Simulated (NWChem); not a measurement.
System: SF₃, doublet; SMILES F[S](F)F

Input file for NWChem:

```
start job
memory heap 200 mb stack 900 mb global 1100 mb
geometry units angstroms noautosym nocenter noautoz
  F     -1.649557     0.171772     0.301128
  S      0.000006    -0.091420     0.353065
  F      1.649550     0.171771     0.301127
  F      0.000001    -0.023421    -1.241324
end
basis spherical
  * library 6-31g*
end
dft
  odft
  mult 2
  xc m05-2x
  iterations 150
end
cosmo
  dielec 46.7
end
task dft energy
```

Excerpt of the output:

```
             Northwest Computational Chemistry Package (NWChem) 7.3.0
             --------------------------------------------------------

                             Geometry "geometry" -> ""
                             -------------------------

 Output coordinates in angstroms (scale by  1.889725989 to convert to a.u.)

  No.       Tag          Charge          X              Y              Z
 ---- ---------------- ---------- -------------- -------------- --------------
    1 F                    9.0000    -1.64955700     0.17177200     0.30112800
    2 S                   16.0000     0.00000600    -0.09142000     0.35306500
    3 F                    9.0000     1.64955000     0.17177100     0.30112700
    4 F                    9.0000     0.00000100    -0.02342100    -1.24132400

 Effective nuclear repulsion energy (a.u.)     189.7537117720

                                 NWChem DFT Module
                                 -----------------

 Summary of "ao basis" -> "ao basis" (spherical)
 ------------------------------------------------------------------------------
       Tag                 Description            Shells   Functions and Types
 ---------------- ------------------------------  ------  ---------------------
 F                           6-31g*                  6       14   3s2p1d
 S                           6-31g*                  8       18   4s3p1d

 in cosmo_initialize ...

 solvent parameters
 solvname_short: unkn
 solvname_long:  unknown
 dielec:       46.7000

          ---------------
          -cosmo- solvent
          ---------------
 Cosmo: York-Karplus, doi: 10.1021/jp992097l
 dielectric constant -eps-     =  46.70
 screen = (eps-1)/(eps    )    =   0.97859
 surface charge correction     = lagrangian

   van der Waals surface
 --------------------------

[...]

                                   COSMO solvation results
                                   -----------------------

                 gas phase energy =      -697.539459758247
                 sol phase energy =      -697.544918637532
 (electrostatic) solvation energy =         0.005458879285 (    3.43 kcal/mol)

                    DFT Final Alpha Molecular Orbital Analysis
                    ------------------------------------------

 Vector   20  Occ=1.000000D+00  E=-4.962930D-01
              MO Center= -3.6D-04,  1.1D-01, -1.4D-01, r^2= 2.8D+00
   Bfn.  Coefficient  Atom+Function         Bfn.  Coefficient  Atom+Function
  ----- ------------  ---------------      ----- ------------  ---------------
    49     -0.396410  4 F  px                 5      0.387962  1 F  pz
    37     -0.387850  3 F  pz                 9      0.280084  1 F  pz
    41     -0.280004  3 F  pz                53     -0.257259  4 F  px
     3     -0.095489  1 F  px                35     -0.095438  3 F  px
     7     -0.075874  1 F  px                39     -0.075835  3 F  px

 Vector   21  Occ=1.000000D+00  E=-4.308842D-01
              MO Center= -4.1D-05, -3.2D-02,  4.0D-01, r^2= 2.5D+00
   Bfn.  Coefficient  Atom+Function         Bfn.  Coefficient  Atom+Function
  ----- ------------  ---------------      ----- ------------  ---------------
    20      0.370104  2 S  s                 24      0.349588  2 S  s
     3     -0.322786  1 F  px                35      0.322775  3 F  px
     7     -0.254321  1 F  px                39      0.254311  3 F  px
    23      0.243045  2 S  pz                 5     -0.177647  1 F  pz
    37     -0.177642  3 F  pz                22     -0.173470  2 S  py

 Vector   22  Occ=1.000000D+00  E=-3.529484D-01
              MO Center= -2.0D-06,  6.5D-02,  2.6D-01, r^2= 1.8D+00
   Bfn.  Coefficient  Atom+Function         Bfn.  Coefficient  Atom+Function
  ----- ------------  ---------------      ----- ------------  ---------------
    22      0.738747  2 S  py                18     -0.251719  2 S  py
    26      0.247194  2 S  py                 4     -0.223111  1 F  py
    36     -0.223112  3 F  py                50     -0.218039  4 F  py
    54     -0.176746  4 F  py                 8     -0.173164  1 F  py
    40     -0.173165  3 F  py                 3     -0.152459  1 F  px

 Vector   23  Occ=0.000000D+00  E= 1.434290D-02
              MO Center=  4.9D-07, -5.1D-02,  1.0D-01, r^2= 2.0D+00
   Bfn.  Coefficient  Atom+Function         Bfn.  Coefficient  Atom+Function
  ----- ------------  ---------------      ----- ------------  ---------------
    23      0.645417  2 S  pz                27      0.627503  2 S  pz
    52      0.499054  4 F  s                 55      0.373249  4 F  pz
    20     -0.352981  2 S  s                 51      0.345492  4 F  pz
    24     -0.274911  2 S  s                 19     -0.217012  2 S  pz
     9     -0.135842  1 F  pz                41     -0.135846  3 F  pz

 Vector   24  Occ=0.000000D+00  E= 1.140350D-01
              MO Center=  1.1D-05, -1.5D-01,  3.9D-01, r^2= 2.2D+00
   Bfn.  Coefficient  Atom+Function         Bfn.  Coefficient  Atom+Function
  ----- ------------  ---------------      ----- ------------  ---------------
    21      0.786188  2 S  px                25      0.780095  2 S  px
     6      0.456631  1 F  s                 38     -0.456652  3 F  s
     7      0.316621  1 F  px                39      0.316627  3 F  px
     3      0.269485  1 F  px                35      0.269487  3 F  px
    17     -0.258412  2 S  px                53     -0.151303  4 F  px

[...]
```

Level: M05-2X/6-31G* (spherical d), spin-unrestricted, COSMO on the gas-phase geometry. Structure relaxed at the PBE0/def2-SVP, spin-unrestricted level. No stability test was run on the SCF state. COSMO prints the solvation energy as gas minus solution, so a positive value is a stabilisation.
